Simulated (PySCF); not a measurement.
Isomers of C5H6OS. Computed with TDDFT wB97X-D/def2-SVPD, vertical, gas phase, core orbitals frozen in the response in PySCF. Geometries: PBE0-D3(BJ)/def2-SVP; one conformer of each isolated species. Triplets are in the Tamm–Dancoff approximation.

A. `OCc1cccs1`
B. `SCc1ccco1`
C. `CSc1ccoc1`

Lowest singlet levels (six at most, fewer where fewer were computed) with oscillator strengths:

1. 5.45 eV (f 0.021); 5.91 eV (f 0.306); 6.18 eV (f 0.018); 6.55 eV (f 0.008); 6.84 eV (f 0.005); 7.06 eV (f 0.010); T1 3.95 eV
2. 5.36 eV (f 0.000); 5.71 eV (f 0.058); 6.12 eV (f 0.007); 6.36 eV (f 0.010); 6.50 eV (f 0.033); 6.77 eV (f 0.360); T1 4.00 eV
3. 5.66 eV (f 0.138); 5.85 eV (f 0.080); 6.23 eV (f 0.007); 6.42 eV (f 0.001); 6.88 eV (f 0.014); 6.93 eV (f 0.001); T1 3.74 eV

Question: Match each spectrum to its molecule.

Answer: 1 = B, 2 = C, 3 = A.
- A: S1 at 5.66 eV, HOMO→LUMO (94%); Löwdin shares by element: HOMO carbon 81% or more (atoms not listed hold the other 19%); LUMO carbon 53% or more, sulfur 22% (atoms not listed hold the other 25%); HOMO -8.75 and LUMO 0.99 eV.
- B: S1 at 5.45 eV, HOMO-1→LUMO (39%), HOMO→LUMO (25%), HOMO-1→LUMO+1 (17%); Löwdin shares by element: HOMO carbon 59% or more, sulfur 15% (atoms not listed hold the other 26%); LUMO carbon 37% or more, sulfur 26% (atoms not listed hold the other 36%); HOMO -8.35 and LUMO 1.44 eV.
- C: S1 at 5.36 eV, HOMO→LUMO+1 (73%), HOMO→LUMO+9 (8%); Löwdin shares by element: HOMO sulfur 41%, carbon 34% or more, oxygen 7% (atoms not listed hold the other 17%); LUMO carbon 52% or more, oxygen 19% (atoms not listed hold the other 29%); HOMO -7.84 and LUMO 1.88 eV; point group Cs, 1 of its 6 listed states under f = 0.0005.
B and C have S1 within 0.10 eV of each other; their strongest listed levels stand at 5.91 eV (f 0.306) and 6.77 eV (f 0.360).
